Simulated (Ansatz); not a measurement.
The cluster Nb₂O₄⁻, relaxed as a doublet with UKS PBE0-D4/def2-SVPD in Ansatz, starting from the GFN2-xTB geometry. Force threshold 0.02 eV/Å.

In the def2 sets Nb takes a core potential; there is no spin–orbit coupling. The charge -1 doublet is spin-contaminated (final ⟨S²⟩ up to 0.97, 0.75 for a pure state). The relaxation made no stability test and no search for a lower SCF solution. No other spin state of charge -1 was run. The structure comes from a short search, and lower isomers may exist.

Start:

Cartesian coordinates in Å:
```
Nb 0.0908 1.1705 -0.2175
Nb 0.0592 -1.5629 0.3885
O 0.3299 1.6039 -1.8573
O -1.0459 2.1596 0.5970
O -0.6741 -3.0748 0.3310
O 1.2402 -0.2963 0.7582
```

**Question.** Estimate the energy that the relaxation releases and the steps that it takes.

**Answer.** 37.8 kcal/mol, in 15 steps; 77 s on 4 threads of Intel Xeon on a shared host. The force fell under the threshold at step 14, but the optimiser went on. No frequencies were taken in this run, so the end may be a saddle point.

**Question.** Does the start keep its bonding?

**Answer.** By distances, no bond broke or formed. The bond that changes most is Nb2–O6, from 1.77 to 1.90 Å (atoms count from 1).

**Question.** Predict the relaxed structure.

**Answer.** 
```xyz
6

Nb   -0.045    1.023   -0.312
Nb    0.264   -1.924   -0.145
O     0.504    1.974   -1.670
O    -1.070    1.932    0.767
O    -0.847   -2.645    0.947
O     1.193   -0.360    0.413
```
Bond lengths (bridged metal pairs left out): 5 × Nb–O 1.72 to 1.99 Å.
